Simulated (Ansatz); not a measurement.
Input file for Ansatz (an electronic-structure program): R-CCSD(T)/aug-cc-pV(Q+d)Z on HCl (SMILES Cl). Files ending in .json are basis or fitting sets from the Basis Set Exchange.

Ansatz 0.2 input:
```yaml
crystal:
  periodic: [false, false, false]
  atoms:
    - {symbol: Cl, position_ang: [-0.02566993, 0.48084549, 3.00737593]}
    - {symbol: H, position_ang: [-1.24033412, 0.06343494, 2.98855070]}
basis:
  gaussian:
    orbitals: aug-cc-pV_Q+d_Z.json
magnetization: {spin_polarized: false}
correlation: {method: ccsd_t, electrons: outside_noble_gas}
scf: {lower_state_search: off}
```

Output:

```
WARN ansatz: RAYON_NUM_THREADS=1 ignored (pool sized by the plan → 1); use --threads N
Functional definition: HF
these checks for a lower state are left out or cut short: stability, starts, cluster_reference, orbital_swaps, neighbouring_geometries, increment
integrals: 0.26 GiB planned
807 factors; integrals over basis functions are off by at most 1.0e-3 eV
mean field: 0.24 GiB planned
mean field evaluation 1: about -12519.8785 eV, gradient 1.0e1 eV
mean field evaluation 2: about -12519.8786 eV, gradient 1.0e1 eV
mean field evaluation 4: about -12520.2715 eV, gradient 1.2e0 eV
mean field evaluation 8: about -12520.2807 eV, gradient 2.3e-5 eV
mean field -12520.28069537 eV, -460.1118290039 hartree, gradient 1.1e-6 eV, S^2 0.000000; 0 other end points of the search recorded, 0 dependent functions left out
5 core orbitals not correlated
reference -12520.28069537 eV, -460.1118290039 hartree; 4, 4 occupied and 126, 126 virtual orbitals, 807 factors
second order -6.13279757 eV of doubles, -0.00000000 eV of singles
coupled cluster: 0.59 GiB planned
cycle   1  -6.49396649 eV  change   -3.6e-1 eV  update   3.9e-2
cycle   2  -6.63282548 eV  change   -1.4e-1 eV  update   1.2e-2
cycle   3  -6.64092375 eV  change   -8.1e-3 eV  update   3.1e-3
cycle   4  -6.64018428 eV  change    7.4e-4 eV  update   8.6e-4
cycle   5  -6.63997706 eV  change    2.1e-4 eV  update   2.0e-4
cycle   6  -6.63992743 eV  change    5.0e-5 eV  update   6.0e-5
cycle   7  -6.63992385 eV  change    3.6e-6 eV  update   1.7e-5
cycle   8  -6.63992421 eV  change   -3.6e-7 eV  update   5.0e-6
perturbative correction -0.27068059 eV, -0.0099473283 hartree
Total energy: -12527.19130018 eV, -460.3657890462 hartree
Checks for a lower state left out: stability, starts, cluster_reference, orbital_swaps, neighbouring_geometries, increment
```

The calculation finished and met its thresholds.

Cost: roughly 2.7 core-seconds.
